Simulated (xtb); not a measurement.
C3H7BFN, SMILES FB1CCCN1. All values are semi-empirical tight-binding results from xtb (GFN2-xTB unless named), good for trends rather than for accurate numbers. Coordinates come from a GFN2-xTB optimisation. The structure was generated by enumeration, and PubChem lists no compound with its InChIKey, so it may never have been made. One conformer was computed; it need not be the lowest.

```
Property                                       Result
--------------------------------------  -------------
orbital gap                                   6.21 eV
dipole moment                                  2.57 D
zero-point energy                       66.4 kcal/mol
G − E(el) at 298.15 K (modified RRHO)   48.1 kcal/mol
static polarisability (D4 model)           55.7 bohr³
solvation energy, GFN2-xTB/ALPB(water)  -3.0 kcal/mol
solvation energy, GFN2-xTB/ALPB(dmf)    -5.6 kcal/mol
```

Computed IR lines (harmonic; lines under 4 % of the strongest left out, lines within 3 cm⁻¹ merged):
ν (cm⁻¹): 325 (w), 605 (s), 762 (w), 833 (w), 873 (w), 1034 (w), 1110 (w), 1204 (w), 1214 (m), 1233 (m), 1271 (m), 1311 (s), 1465 (vs), 1478 (s), 1489 (m), 1502 (m), 2885 (m), 2943 (m), 2975 (w), 2992 (m), 3008 (m), 3024 (m) (against the strongest line: vs over 80 %, s over 45 %, m over 15 %, w over 4 %, vw less)
